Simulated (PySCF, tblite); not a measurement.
Compound: C₄H₁₂OSSi₂.
Structure used (GFN2-xTB), in Å, numbered top down from 1:
```
atom  x, y, z in Å
C1    -3.0653    1.1156    0.2749
C2    -2.9221    0.0627   -0.5146
Si3   -1.7861   -1.3862   -0.1538
O4    -2.3648   -2.6482   -0.9909
S5     0.2031   -0.9708   -0.8692
C6     0.5721    0.5149    0.1283
Si7    2.2944    1.2018   -0.3226
C8     3.5862   -0.1589   -0.0594
H9    -2.5608    1.1879    1.2256
H10   -3.6976    1.9518    0.0180
H11   -3.4595    0.0414   -1.4550
H12   -1.6672   -1.6950    1.2695
H13   -1.7867   -3.3366   -1.3077
H14    0.5112    0.2270    1.1761
H15   -0.2122    1.2417   -0.0730
H16    2.5314    2.3455    0.5717
H17    2.2683    1.6447   -1.7185
H18    3.3419   -1.0334   -0.6562
H19    3.6306   -0.4716    0.9807
H20    4.5779    0.1765   -0.3463
```

Level of theory: PBE0/pcSseg-1 in PySCF (dipole) on a GFN2-xTB geometry, gas phase.

Masses are those of the commonest isotopes; rigid-rotor values at the optimised geometry. The values belong to one conformer with, in the numbering `[CH2:1]=[CH:2][Si@@H:3]([OH:4])[S:5][CH2:6][SiH2:7][CH3:8]`, C1–C2–Si3–O4 157°, C2–Si3–O4–H 150°, C2–Si3–S5–C6 60°, Si3–S5–C6–Si7 -178°, S5–C6–Si7–C8 -57°.

(1) What are A, B and C (MHz)?

(2) Classify the top.

(3) What does the inertial defect say?

(4) Give the other two planar moments, Paa and Pbb, and the rms extents of the mass along the axes.

(5) List the rotational levels J(Ka,Kc) to J = 2 (K).

(6) Which lines would a microwave search look for?

Answers

(1) Ia = 245.16, Ib = 876.51, Ic = 1065.89 u·Å²; 505379 MHz·u·Å²/I gives A = 2061, B = 576.6, C = 474.1 MHz.

(2) An asymmetric top; Ray's κ = -0.871.

(3) Not planar: Δ = Ic − Ia − Ib = -55.79 u·Å². For a rigid frame Δ = −2 Σ m c², so Σ m c² = 27.89 u·Å² lies off the ab plane: 13.66 from hydrogen and 14.24 from heavier atoms. The atom farthest from that plane is 1.84 Å away.

(4) Paa = Σ m a² = (Ib + Ic − Ia)/2 = 848.62 and Pbb = Σ m b² = (Ia + Ic − Ib)/2 = 217.26 u·Å². With the mass M = 164.01 u, the rms extents √(P/M) along a, b and c are 2.27, 1.15, 0.41 Å.

(5) Above 0(0,0), as E/k:
J = 1: 1(0,1) 0.050, 1(1,1) 0.122, 1(1,0) 0.127
J = 2: 2(0,2) 0.151, 2(1,2) 0.218, 2(1,1) 0.232, 2(2,1) 0.446, 2(2,0) 0.446

(6) The dipole components are |μa| = 0.56 D, |μb| = 0.48 D, |μc| = 0.80 D. The squared components, which scale the intensities, stand as 0.49 : 0.35 : 1.00 (a : b : c). Some lines, for components of 0.1 D or more:

```csv
type,branch,"J(Ka,Kc)",MHz,lower level (cm⁻¹)
b,R,"3(0,3) ← 2(1,2)",1744,0.151
a,R,"2(1,1) ← 1(1,0)",2204,0.088
c,R,"1(1,0) ← 0(0,0)",2638,0.000
a,R,"3(1,2) ← 2(1,1)",3303,0.162
c,R,"2(1,1) ← 1(0,1)",3791,0.035
b,R,"3(1,3) ← 2(0,2)",4383,0.105
b,Q,"2(2,1) ← 2(1,2)",4762,0.151
c,R,"3(1,2) ← 2(0,2)",4997,0.105
b,R,"2(2,1) ← 1(1,0)",6659,0.088
b,R,"2(2,0) ← 1(1,1)",6766,0.085
b,Q,"3(3,1) ← 3(2,2)",7684,0.415
c,R,"3(2,2) ← 2(1,2)",7914,0.151
c,R,"3(3,0) ← 2(2,0)",10831,0.310
```

Its GFN2-xTB frequencies are all real (lowest 22 cm⁻¹). Zero-point vibration and centrifugal distortion are left out. A rigid rotor knows nothing of internal rotation, which can split or shift real lines.
